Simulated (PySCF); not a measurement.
HgI (SMILES [I][Hg]), doublet, at a GFN2-xTB geometry (such geometries of metal compounds can be far from the true shape) (the spin is typed, not shown lowest) (core potentials on Hg, I); DF-WB97X/def2-SVPD run with PySCF.

PySCF was given this input:
```python
from pyscf import gto, scf, dft

mol = gto.M(
    atom='''
Hg   -0.000000   -0.000000   -1.184662
I     0.000000    0.000000    1.788169
''',
    basis='def2-svpd',
    ecp={'Hg': 'def2-svpd', 'I': 'def2-svpd'},
    charge=0,
    spin=1,
    verbose=4,
)

mf = dft.UKS(mol)
mf.xc = 'wb97x'
mf = mf.density_fit(auxbasis='def2-universal-jkfit')
mf.kernel()
```

Output, abridged:

```
PySCF version 2.14.0

[INPUT] verbose = 4
[INPUT] num. atoms = 2
[INPUT] num. electrons = 45
[INPUT] charge = 0
[INPUT] spin (= nelec alpha-beta = 2S) = 1
[INPUT] symmetry False subgroup None
[INPUT] Mole.unit = angstrom
[INPUT] Symbol           X                Y                Z      unit          X                Y                Z       unit  Magmom
[INPUT]  1 Hg     0.000000000000   0.000000000000  -1.184662000000 AA    0.000000000000   0.000000000000  -2.238686730179 Bohr   0.0
[INPUT]  2 I      0.000000000000   0.000000000000   1.788169000000 AA    0.000000000000   0.000000000000   3.379149674437 Bohr   0.0

nuclear repulsion = 89.002235734221
number of shells = 26
number of NR pGTOs = 130
number of NR cGTOs = 70
basis = def2-svpd
ecp = {'Hg': 'def2-svpd', 'I': 'def2-svpd'}

******** <class 'pyscf.df.df_jk.DFUKS'> ********
method = DFUKS
initial guess = minao
damping factor = 0
level_shift factor = 0
DIIS = <class 'pyscf.scf.diis.CDIIS'>
diis_start_cycle = 1
diis_space = 8
diis_damp = 0
SCF conv_tol = 1e-09
SCF conv_tol_grad = None
SCF max_cycles = 50
direct_scf = False
number electrons alpha = 23  beta = 22
XC library pyscf.dft.libxc version 7.1.2
    S. Lehtola, C. Steigemann, M. J. T. Oliveira, and M. A. L. Marques,  SoftwareX 7, 1–5 (2018)
XC functionals = wb97x
    J.-D. Chai and M. Head-Gordon,  J. Chem. Phys. 128, 084106 (2008)
radial grids:
    Treutler-Ahlrichs [JCP 102, 346 (1995); DOI:10.1063/1.469408] (M4) radial grids

becke partition: Becke, JCP 88, 2547 (1988); DOI:10.1063/1.454033
pruning grids: <function nwchem_prune>
grids dens level: 3
symmetrized grids: False
atomic radii adjust function: <function treutler_atomic_radii_adjust>
small_rho_cutoff = 0
Set gradient conv threshold to 3.16228e-05
tot grids = 45704
******** <class 'pyscf.df.df.DF'> ********
auxbasis = def2-universal-jkfit
Create RSH-DF object <pyscf.df.df.DF object> for omega=0.3
******** <class 'pyscf.df.df.DF'> ********
auxbasis = auxmol.basis = def2-universal-jkfit
init E= -407.450074828098

cycle= 1 E= -449.654769123781  delta_E= -42.2  |g|= 2.11  |ddm|= 12.9
cycle= 2 E= -450.042707527219  delta_E= -0.388  |g|= 1.59  |ddm|= 5.11
cycle= 3 E= -451.173538705821  delta_E= -1.13  |g|= 0.371  |ddm|= 2.26
cycle= 4 E= -451.262982571324  delta_E= -0.0894  |g|= 0.127  |ddm|= 0.759
cycle= 5 E= -451.272018924324  delta_E= -0.00904  |g|= 0.0356  |ddm|= 0.204
cycle= 6 E= -451.274211383593  delta_E= -0.00219  |g|= 0.0173  |ddm|= 0.107
cycle= 7 E= -451.275256978979  delta_E= -0.00105  |g|= 0.007  |ddm|= 0.0992
cycle= 8 E= -451.275499034636  delta_E= -0.000242  |g|= 0.00355  |ddm|= 0.0546
cycle= 9 E= -451.275557048207  delta_E= -5.8e-05  |g|= 0.00182  |ddm|= 0.0257
cycle= 10 E= -451.275571084953  delta_E= -1.4e-05  |g|= 0.000629  |ddm|= 0.015
cycle= 11 E= -451.275572593601  delta_E= -1.51e-06  |g|= 0.000141  |ddm|= 0.00538
cycle= 12 E= -451.275572647546  delta_E= -5.39e-08  |g|= 5.24e-05  |ddm|= 0.000728
cycle= 13 E= -451.275572655763  delta_E= -8.22e-09  |g|= 8.18e-06  |ddm|= 0.000387
cycle= 14 E= -451.275572655923  delta_E= -1.6e-10  |g|= 2.48e-06  |ddm|= 2.94e-05
Extra cycle  E= -451.275572655935  delta_E= -1.23e-11  |g|= 1.2e-06  |ddm|= 7.32e-06
converged SCF energy = -451.275572655935  <S^2> = 0.76208523  2S+1 = 2.0120489
```
